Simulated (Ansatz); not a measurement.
A calculation with Ansatz (development build ahead of 0.2.0).

```yaml
crystal:
  periodic: [false, false, false]
  atoms:
    - { symbol: Ca, position_ang: [0.0, 0.0, 0.0] }
    - { symbol: H, position_ang: [0.0, 0.0, 2.0] }
basis:
  gaussian: { orbitals: def2-SVP }
magnetization:
  initial_magnetization: 1
hamiltonian:
  xc: pbe0
scf:
  omitted_lower_state_checks: [stability, starts, atomic_configurations, cluster_reference, orbital_swaps, given_window_search, neighbouring_geometries, increment]
output:
  forces: true
```

The input is written out in the form of the current development build from the run's settings.

Output:

```
Converged                       : yes
Total energy                    : -677.85724 hartree
Spin squared of the determinant : 0.750
```

Forces (eV/Å):
```
atom     Fx     Fy      Fz
 Ca1  0.000  0.000   0.082
  H2  0.000  0.000  -0.082
```
